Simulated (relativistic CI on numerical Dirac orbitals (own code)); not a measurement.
Computed by Dirac-Coulomb-Breit CI, separate exchange-only KLI orbitals for each configuration, QED by a radiative potential, unscaled Slater integrals (own radial code, finite nucleus).

The strongest absorption lines from the ground level of an ion, among the configurations computed and to levels below about 3050 eV (vacuum wavelength in Å, gf): 5.8616 (0.061), 5.9999 (0.066), 8.2579 (0.15), 8.7730 (0.21), 40.400 (1.1), 102.63 (0.21).

Q: Which ion is it?
A. Ta44+
B. Bi56+
C. Bi54+
D. Bi52+

A: C. Bi54+ has 29 electrons and the ground level 3d¹⁰4s ²S1/2; the strongest line goes to 3d¹⁰4p ²P°3/2. The pattern of lines fixes the number of electrons, and along that sequence the line energies rise steadily with the charge (about as its square where n changes within one kind of shell, about linearly where n is kept but much faster in heavy ions where fine structure, which grows about as Z⁴, sets the gap, and irregularly where shells cross), which fixes Z. Configurations outside the model, such as inner-shell arrays, can give stronger lines. At this charge energies of transitions that change n are usually good to better than 1 %, and those within a shell (Δn = 0) to a few per cent.

LS names give the leading component of a level, which can be under half, so a name can repeat, a term be missing and a line seem to break the LS rules.
